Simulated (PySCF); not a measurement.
Run record: geometry optimisation, `[CH2]1C[C@H]([C@@H]([GeH2]1)/C(C)=C\C)C`.

Computed with PBE0-D3(BJ)/def2-SVP geometry optimisation, gas phase (PySCF 2.14.0). Start geometry: GFN2-xTB. The command runs a driver script over a list of jobs; the input below is this job's line of settings and its coordinates in Å.

Command:
```bash
OMP_NUM_THREADS=1 python probes_run.py task.json out
```

Input:
```
{"job": {"xc": "PBE0", "basis": "def2-SVP", "d3": "d3bj", "grid": 1, "shake": 0.01, "kind": "geom"}, "charge": 0, "multiplicity": 1}
C      2.659840     1.568040    -0.746890
C      2.453110     0.109370    -0.598350
C      1.318810    -0.494530    -0.218540
C      1.319100    -1.981770    -0.058640
C      0.094140     0.252590     0.128580
Ge    -0.289360     0.396850     2.099160
C     -2.215950     0.086090     1.813900
C     -2.368760     0.315670     0.305310
C     -1.206460    -0.329600    -0.401680
C     -1.296920    -0.127330    -1.917660
H      3.642360     1.819010    -1.066240
H      1.952040     2.001120    -1.481650
H      2.431210     2.115170     0.186610
H      3.313180    -0.487380    -0.805370
H      0.790990    -2.256540     0.884490
H      0.724650    -2.426950    -0.863360
H      2.289480    -2.395920    -0.058520
H      0.169560     1.288750    -0.229940
H      0.047470     1.726470     2.706550
H      0.367210    -0.615550     2.994170
H     -2.895020     0.745520     2.374900
H     -2.479950    -0.959850     2.060610
H     -2.380300     1.394310     0.075650
H     -3.333160    -0.100620    -0.057660
H     -1.217870    -1.419940    -0.206050
H     -2.203850    -0.574410    -2.329470
H     -1.328350     0.921040    -2.143450
H     -0.421440    -0.549920    -2.414080
```

Output:
```
step   0  E = -2429.59900201  max force = 0.042527
step   1  E = -2429.60779441  max force = 0.010363
step   2  E = -2429.60819412  max force = 0.001230
step   3  E = -2429.60815561  max force = 0.001513
step   4  E = -2429.60824476  max force = 0.000639
step   5  E = -2429.60825907  max force = 0.000931
step   6  E = -2429.60827046  max force = 0.000786
step   7  E = -2429.60828372  max force = 0.000343
optimisation converged
```

Energies in Eh; «max force» is the largest Cartesian gradient component in Eh/bohr.

Q: Give the first gradient maximum in eV/Å.

A: With 1 Eh/bohr = 51.422 eV/Å, 2.187 eV/Å.

Q: How much energy does the optimisation release, in kcal/mol?

A: E(step 0) − E(last step) = 0.009282 Eh, which is 5.8 kcal/mol.

Main results: final energy -2429.60828 Eh after 7 steps; dipole 0.79 D.

The run took 17 min wall, 14 min CPU on an Intel Xeon at 2.50 GHz with one thread (shared host), and the process peaked at 1.2 GiB of memory.
Labels such as C1 count atoms from 1, the log's own numbers from 0.
